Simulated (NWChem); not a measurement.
System: CH$_{4}$BeOS; SMILES [Be]([S]C)[OH]

Output (shortened):

```
             Northwest Computational Chemistry Package (NWChem) 7.3.0
             --------------------------------------------------------

                             Geometry "geometry" -> ""
                             -------------------------

 Output coordinates in angstroms (scale by  1.889725989 to convert to a.u.)

  No.       Tag          Charge          X              Y              Z
 ---- ---------------- ---------- -------------- -------------- --------------
    1 Be                   4.0000     0.17115700    -1.09656300    -0.13238000
    2 O                    8.0000    -0.24080900    -2.45362300    -0.19659200
    3 H                    1.0000    -0.33641700    -3.06860800     0.53621600
    4 S                   16.0000     0.76298000     0.71847700    -0.07164400
    5 C                    6.0000    -0.84442900     1.64190000     0.01939500
    6 H                    1.0000    -1.45488500     1.46840000    -0.86911100
    7 H                    1.0000    -0.59171700     2.70317800     0.06858100
    8 H                    1.0000    -1.40902800     1.37498400     0.91520000

 Effective nuclear repulsion energy (a.u.)     121.0729057268

  pbe96 is a nonlocal functional; adding pw91lda local functional.
                              NWChem Property Module
                              ----------------------

  itol2e modified to match energy
  convergence criterion.

                                 NWChem DFT Module
                                 -----------------

 Summary of "ao basis" -> "ao basis" (spherical)
 ------------------------------------------------------------------------------
       Tag                 Description            Shells   Functions and Types
 ---------------- ------------------------------  ------  ---------------------
 Be                         pcsseg-1                 6       12   3s3p
 O                          pcsseg-1                 7       17   3s3p1d
 H                          pcsseg-1                 3        5   2s1p
 S                          pcsseg-1                10       24   4s5p1d
 C                          pcsseg-1                 7       17   3s3p1d

  itol2e modified to match energy
  convergence criterion.

            General Information
            -------------------
          SCF calculation type: DFT
          Wavefunction type:  closed shell.
          No. of atoms     :     8
          No. of electrons :    38
           Alpha electrons :    19
            Beta electrons :    19
          Charge           :     0
          Spin multiplicity:     1
          Use of symmetry is: off; symmetry adaption is: off
          Maximum number of iterations: 150
          AO basis - number of functions:    90
                     number of shells:    42
          Convergence on energy requested:  1.00D-07
          Convergence on density requested:  1.00D-05
          Convergence on gradient requested:  5.00D-04

              XC Information
              --------------
          PerdewBurkeErnzerhof Exchange Functional  1.000
            Perdew 1991 LDA Correlation Functional  1.000 local
           PerdewBurkeErnz. Correlation Functional  1.000 non-local

             Grid Information
             ----------------
          Grid used for XC integration:  fine
          Radial quadrature: Mura-Knowles
          Angular quadrature: Lebedev.
          Tag              B.-S. Rad. Rad. Pts. Rad. Cut. Ang. Pts.
          ---              ---------- --------- --------- ---------
          Be                  1.05       70          11.0       590
          O                   0.60       70          13.0       590
          H                   0.35       60          14.0       590
          S                   1.00      123          11.0       770
          C                   0.70       70          13.0       590
          Grid pruning is: on
          Number of quadrature shells:   573
          Spatial weights used:  Erf1

      Superposition of Atomic Density Guess
      -------------------------------------

 Sum of atomic energies:        -526.40750001

      Non-variational initial energy
      ------------------------------

 Total energy =    -527.755042
 1-e energy   =    -963.522762
 2-e energy   =     314.694815
 HOMO         =      -0.308856
 LUMO         =      -0.019217

   convergence    iter        energy       DeltaE   RMS-Dens  Diis-err
 ---------------- ----- ----------------- --------- --------- ---------
 d= 0,ls=0.0,diis     1   -528.2927659110 -6.49D+02  1.52D-02  1.11D+00
 d= 0,ls=0.0,diis     2   -527.9060922664  3.87D-01  1.15D-02  4.65D+00
 d= 0,ls=0.0,diis     3   -528.3820316724 -4.76D-01  2.79D-03  1.39D-01
 d= 0,ls=0.0,diis     4   -528.3919481555 -9.92D-03  1.70D-03  3.00D-02
 d= 0,ls=0.0,diis     5   -528.3959118969 -3.96D-03  4.05D-04  2.92D-03
  Resetting Diis
 d= 0,ls=0.0,diis     6   -528.3962650175 -3.53D-04  1.39D-04  1.59D-04
 d= 0,ls=0.0,diis     7   -528.3962851257 -2.01D-05  1.18D-04  2.85D-05
 d= 0,ls=0.0,diis     8   -528.3962759214  9.20D-06  7.19D-05  9.52D-05
 d= 0,ls=0.0,diis     9   -528.3962893080 -1.34D-05  6.92D-06  1.40D-06
 d= 0,ls=0.0,diis    10   -528.3962894419 -1.34D-07  1.33D-06  7.17D-08
 d= 0,ls=0.0,diis    11   -528.3962894486 -6.64D-09  5.03D-07  4.02D-09

         Total DFT energy =     -528.396289448552
      One electron energy =     -967.893531844959
           Coulomb energy =      362.189716541402
    Exchange-Corr. energy =      -43.765379871822
 Nuclear repulsion energy =      121.072905726827

 Numeric. integr. density =       38.000000214417

                       DFT Final Molecular Orbital Analysis
                       ------------------------------------

 Vector   17  Occ=2.000000D+00  E=-2.858197D-01
              MO Center= -2.3D-01, -2.2D+00, -1.7D-01, r^2= 1.3D+00
   Bfn.  Coefficient  Atom+Function         Bfn.  Coefficient  Atom+Function
  ----- ------------  ---------------      ----- ------------  ---------------
    19      0.422206  2 O  px                22      0.419688  2 O  px
    16      0.226096  2 O  px                23     -0.118967  2 O  py
    20     -0.115527  2 O  py                10      0.110534  1 Be px
     7      0.096004  1 Be px                49      0.071297  4 S  py
     8     -0.063217  1 Be py                17     -0.061450  2 O  py

 Vector   18  Occ=2.000000D+00  E=-2.574891D-01
              MO Center=  6.0D-01,  7.3D-01, -7.0D-02, r^2= 2.3D+00
   Bfn.  Coefficient  Atom+Function         Bfn.  Coefficient  Atom+Function
  ----- ------------  ---------------      ----- ------------  ---------------
    48      0.334673  4 S  px                49      0.313067  4 S  py
    51      0.293415  4 S  px                52      0.270315  4 S  py
    37      0.196837  4 S  s                 38      0.193438  4 S  s
     2     -0.173272  1 Be s                  8     -0.149489  1 Be py
    81     -0.146686  7 H  s                 36     -0.136523  4 S  s

 Vector   19  Occ=2.000000D+00  E=-2.096888D-01
              MO Center=  5.8D-01,  5.9D-01, -8.1D-02, r^2= 2.2D+00
   Bfn.  Coefficient  Atom+Function         Bfn.  Coefficient  Atom+Function
  ----- ------------  ---------------      ----- ------------  ---------------
    53      0.511789  4 S  pz                50      0.505477  4 S  pz
    44     -0.132924  4 S  pz                76      0.128331  6 H  s
    86     -0.127664  8 H  s                 41     -0.123663  4 S  pz
     9      0.095777  1 Be pz                12      0.089249  1 Be pz
    77      0.081006  6 H  s                 24     -0.079741  2 O  pz

 Vector   20  Occ=0.000000D+00  E=-3.517325D-02
              MO Center= -3.8D-02,  1.2D-01, -6.9D-02, r^2= 4.8D+00
   Bfn.  Coefficient  Atom+Function         Bfn.  Coefficient  Atom+Function
  ----- ------------  ---------------      ----- ------------  ---------------
    61      0.972271  5 C  s                 10      0.445884  1 Be px
    38     -0.410538  4 S  s                 68      0.358851  5 C  px
    51      0.356410  4 S  px                52     -0.350898  4 S  py
    82     -0.328433  7 H  s                  7      0.244266  1 Be px
    22     -0.207127  2 O  px                60      0.195107  5 C  s

 Vector   21  Occ=0.000000D+00  E=-2.413920D-02
              MO Center=  8.2D-02, -1.3D+00,  8.8D-02, r^2= 5.6D+00
   Bfn.  Coefficient  Atom+Function         Bfn.  Coefficient  Atom+Function
  ----- ------------  ---------------      ----- ------------  ---------------
     3      1.157024  1 Be s                 38     -0.784360  4 S  s
    15     -0.486545  2 O  s                 31      0.436293  3 H  s
    52      0.310685  4 S  py                11      0.281280  1 Be py
    51      0.268208  4 S  px                68      0.233214  5 C  px
    37     -0.174764  4 S  s                 14     -0.142376  2 O  s

[...]

          -----------------------------------------
          Chemical Shielding Tensors (GIAO, in ppm)
          -----------------------------------------

                                NWChem CPHF Module
                                ------------------

  scftype          =     RHF
  nclosed          =       19
  nopen            =        0
  variables        =     1349
  # of vectors     =        3
  tolerance        = 0.10D-03
  level shift      = 0.00D+00
  max iterations   =       50
  max subspace     =       30

 SCF residual:    1.7887458945329369E-005

Iterative solution of linear equations
  No. of variables     1349
  No. of equations        3
  Maximum subspace       30
        Iterations       50
       Convergence  1.0D-04

   iter   nsub   residual    time
   ----  ------  --------  ---------
     1      3    8.76D-06      21.7

      Atom:    1  Be
        Diamagnetic
    140.7383      6.4981      0.0799
      6.4981    164.8054      0.3871
      0.0799      0.3871    137.5085

        Paramagnetic
    -73.7879     16.5594     -0.5016
     16.5594    -13.8908     -2.6101
     -0.5016     -2.6101    -70.5683

        Total Shielding Tensor
     66.9504     23.0575     -0.4217
     23.0575    150.9146     -2.2230
     -0.4217     -2.2230     66.9402

           isotropic =      94.9350
          anisotropy =      92.9271

          Principal Components and Axis System
                 1           2           3
              156.8864     66.8870     61.0317

      1         0.2484      0.0300      0.9682
      2         0.9683      0.0182     -0.2490
      3        -0.0251      0.9994     -0.0246

      Atom:    2  O
        Diamagnetic
    379.3391      6.3597     -1.6928
      6.3597    403.0245     -9.8126
     -1.6928     -9.8126    388.1440

        Paramagnetic
   -102.5762     15.9965     -1.5977
     15.9965    -43.1834     24.7749
     -1.5977     24.7749   -211.5713

        Total Shielding Tensor
    276.7629     22.3562     -3.2905
     22.3562    359.8410     14.9623
     -3.2905     14.9623    176.5727

           isotropic =     271.0589
          anisotropy =     143.1116

          Principal Components and Axis System
                 1           2           3
              366.4666    271.6120    175.0980

      1         0.2387      0.9697      0.0513
      2         0.9684     -0.2338     -0.0868
      3         0.0722     -0.0704      0.9949

      Atom:    3  H
        Diamagnetic
     22.5647      2.5441     -1.8998
      2.5441     35.5201    -10.9405
     -1.8998    -10.9405     33.2223

        Paramagnetic
      0.1930     -0.1807      0.2294
     -0.1807     -0.2796      2.3664
      0.2294      2.3664     -4.9636

        Total Shielding Tensor
     22.7577      2.3634     -1.6704
      2.3634     35.2405     -8.5741
     -1.6704     -8.5741     28.2588

           isotropic =      28.7523
          anisotropy =      19.0538

          Principal Components and Axis System
                 1           2           3
               41.4549     22.5137     22.2884

      1         0.1529     -0.3057      0.9398
      2         0.8197      0.5704      0.0521
      3        -0.5520      0.7624      0.3378

      Atom:    4  S
        Diamagnetic
   1061.0067     -3.9000     -0.4039
     -3.9000   1058.8701      0.4800
     -0.4039      0.4800   1053.0896

        Paramagnetic
   -363.9344    -99.7130     -3.1390
    -99.7130   -307.7642      4.6588
     -3.1390      4.6588   -406.5352

        Total Shielding Tensor
    697.0723   -103.6130     -3.5430
   -103.6130    751.1059      5.1388
     -3.5430      5.1388    646.5544

           isotropic =     698.2442
          anisotropy =     199.6986

          Principal Components and Axis System
                 1           2           3
              831.3766    646.3482    617.0079

      1        -0.6110      0.0297      0.7910
      2         0.7909     -0.0196      0.6117
      3         0.0337      0.9994     -0.0115

      Atom:    5  C
        Diamagnetic
    256.9014     -6.7335     -0.7216
     -6.7335    249.8661      0.3058
     -0.7216      0.3058    246.0314

        Paramagnetic
    -75.8834     -6.0877     -0.4850
     -6.0877    -83.1234      0.3180
     -0.4850      0.3180    -85.5628

        Total Shielding Tensor
    181.0180    -12.8212     -1.2066
    -12.8212    166.7427      0.6239
     -1.2066      0.6239    160.4686

           isotropic =     169.4098
          anisotropy =      28.8151

          Principal Components and Axis System
                 1           2           3
              188.6199    160.4078    159.2018

      1         0.8612      0.0105      0.5082
      2        -0.5061     -0.0770      0.8591
      3        -0.0481      0.9970      0.0610

      Atom:    6  H
        Diamagnetic
     32.8518     -1.7453      8.0313
     -1.7453     24.9783      0.7535
      8.0313      0.7535     31.4763

        Paramagnetic
     -0.1981     -1.2252     -2.6948
     -1.2252      1.0626     -0.3461
     -2.6948     -0.3461     -2.4488

        Total Shielding Tensor
     32.6537     -2.9705      5.3365
     -2.9705     26.0409      0.4073
      5.3365      0.4073     29.0275

           isotropic =      29.2407
          anisotropy =      11.5298

          Principal Components and Axis System
                 1           2           3
               36.9273     27.4277     23.3672

      1         0.8163     -0.2486     -0.5214
      2        -0.2025      0.7222     -0.6614
      3         0.5410      0.6455      0.5392

      Atom:    7  H
        Diamagnetic
     26.4460     -0.6877     -0.1344
     -0.6877     40.2297      0.9015
     -0.1344      0.9015     23.2827

        Paramagnetic
      1.1312     -1.5238     -0.0500
     -1.5238     -3.2103     -0.1987
     -0.0500     -0.1987      0.8131

        Total Shielding Tensor
     27.5772     -2.2115     -0.1844
     -2.2115     37.0194      0.7028
     -0.1844      0.7028     24.0958

           isotropic =      29.5641
          anisotropy =      11.9801

          Principal Components and Axis System
                 1           2           3
               37.5509     27.0851     24.0564

      1        -0.2171      0.9759      0.0205
      2         0.9747      0.2179     -0.0506
      3         0.0539     -0.0090      0.9985

      Atom:    8  H
        Diamagnetic
     32.0797     -0.9618     -8.1887
     -0.9618     25.2834     -1.4814
     -8.1887     -1.4814     32.1390

        Paramagnetic
      0.0798     -1.4767      2.4874
     -1.4767      0.9452      0.8556
      2.4874      0.8556     -2.6577

        Total Shielding Tensor
     32.1596     -2.4386     -5.7013
     -2.4386     26.2286     -0.6258
     -5.7013     -0.6258     29.4813

           isotropic =      29.2898
          anisotropy =      11.4171

          Principal Components and Axis System
                 1           2           3
               36.9012     27.5371     23.4311

      1         0.7904     -0.2763      0.5467
      2        -0.1457      0.7821      0.6059
      3        -0.5950     -0.5586      0.5779
```

Level: PBE/pcSseg-1, GIAO. Structure relaxed at the B3LYP/6-31G* (spherical d) level. The printed shielding anisotropy is the first printed principal value minus the mean of the other two.

### Question
Which NWChem input produces such a log?

### Answer
One answer among several that fit: the input that was run:
```
start job
memory heap 200 mb stack 900 mb global 1100 mb
geometry units angstroms noautosym nocenter noautoz
  Be     0.171157    -1.096563    -0.132380
  O     -0.240809    -2.453623    -0.196592
  H     -0.336417    -3.068608     0.536216
  S      0.762980     0.718477    -0.071644
  C     -0.844429     1.641900     0.019395
  H     -1.454885     1.468400    -0.869111
  H     -0.591717     2.703178     0.068581
  H     -1.409028     1.374984     0.915200
end
basis spherical
  * library pcsseg-1
end
dft
  xc xpbe96 cpbe96
  iterations 150
end
property
  shielding
end
task dft property
```
